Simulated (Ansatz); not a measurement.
Relaxation of BrH₅Si (7 atoms, charge 0, multiplicity 1), to a largest force component of 0.03 eV/Å in at most 50 steps.

Method: RKS B3LYP/def2-TZVP (Ansatz 0.2.0).

```xyz
7
Properties=species:S:1:pos:R:3
Si -0.496 0.000 -0.436
H 0.165 0.000 2.159
H 0.707 0.000 0.414
H -0.526 1.217 -1.267
H -0.526 -1.217 -1.267
Br -2.402 0.000 0.829
H -0.335 0.000 2.661
```

Question: Where does it end, and by what steps?

Answer: The run converged. The force dipped under the threshold on the way, but the program's further checks kept it going. After 19 steps the energy has fallen by 0.324 eV; H2 moved furthest, 1.79 Å.

```json
{"step": "0", "energy less start (eV)": "0.0000", "largest force component (eV/Å)": "1.189", "accepted": "yes"}
{"step": "1", "energy less start (eV)": "-0.1728", "largest force component (eV/Å)": "0.200", "accepted": "yes"}
{"step": "2", "energy less start (eV)": "-0.2475", "largest force component (eV/Å)": "0.275", "accepted": "yes"}
{"step": "3", "energy less start (eV)": "-0.2899", "largest force component (eV/Å)": "0.087", "accepted": "yes"}
{"step": "4", "energy less start (eV)": "-0.3070", "largest force component (eV/Å)": "0.097", "accepted": "yes"}
{"step": "5", "energy less start (eV)": "-0.3143", "largest force component (eV/Å)": "0.044", "accepted": "yes"}
{"step": "6", "energy less start (eV)": "-0.3170", "largest force component (eV/Å)": "0.297", "accepted": "yes"}
{"step": "7", "energy less start (eV)": "-0.3191", "largest force component (eV/Å)": "0.139", "accepted": "yes"}
{"step": "8", "energy less start (eV)": "-0.3208", "largest force component (eV/Å)": "0.018", "accepted": "yes"}
{"step": "9", "energy less start (eV)": "-0.3215", "largest force component (eV/Å)": "0.085", "accepted": "yes"}
{"step": "10", "energy less start (eV)": "-0.3218", "largest force component (eV/Å)": "0.255", "accepted": "yes"}
{"step": "11", "energy less start (eV)": "-0.3228", "largest force component (eV/Å)": "0.082", "accepted": "yes"}
{"step": "12", "energy less start (eV)": "-0.3230", "largest force component (eV/Å)": "0.025", "accepted": "yes"}
{"step": "13", "energy less start (eV)": "-0.3231", "largest force component (eV/Å)": "0.048", "accepted": "yes"}
{"step": "14", "energy less start (eV)": "-0.3231", "largest force component (eV/Å)": "0.127", "accepted": "no"}
{"step": "15", "energy less start (eV)": "-0.3233", "largest force component (eV/Å)": "0.015", "accepted": "yes"}
{"step": "16", "energy less start (eV)": "-0.3228", "largest force component (eV/Å)": "0.222", "accepted": "no"}
{"step": "17", "energy less start (eV)": "-0.3234", "largest force component (eV/Å)": "0.053", "accepted": "yes"}
{"step": "18", "energy less start (eV)": "-0.3233", "largest force component (eV/Å)": "0.111", "accepted": "no"}
{"step": "19", "energy less start (eV)": "-0.3236", "largest force component (eV/Å)": "0.010", "accepted": "yes"}
```

```xyz
7
Properties=species:S:1:pos:R:3
Si -0.680 0.000 -0.963
H 0.710 0.000 3.859
H 0.431 0.000 0.008
H -0.635 1.213 -1.803
H -0.635 -1.213 -1.803
Br -2.608 0.000 0.171
H 0.004 0.000 3.624
```

Whether the end is a true minimum wasn't checked by a vibrational analysis.

The run took 18 s on 4 threads of Arm Neoverse V2 (shared host), peak memory 0.22 GiB.
